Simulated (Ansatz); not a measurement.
CH8GeO2Si (`O[SiH](O)[CH2][GeH3]`), charge 0, multiplicity 1.

Q: Give a relaxed structure at PBE0-D4/def2-TZVP (the Gaussian-basis code of Ansatz). (Estimate.)

A: Ansatz gave: 
Z-matrix (Å, degrees):
```
Si
O 1 1.645
C 1 1.850 2 113.7
O 1 1.647 2 112.1 3 -118.6
H 1 1.483 2 103.3 3 121.8
H 2 0.958 1 117.7 3 54.2
Ge 3 1.963 1 113.5 2 -177.4
H 3 1.094 1 109.2 2 61.3
H 3 1.095 1 110.4 2 -56.6
H 4 0.958 1 117.5 2 -60.4
H 7 1.540 3 109.8 1 -163.5
H 7 1.539 3 110.1 1 -44.2
H 7 1.535 3 110.3 1 76.3
```
This is one stationary point; other conformers may exist.
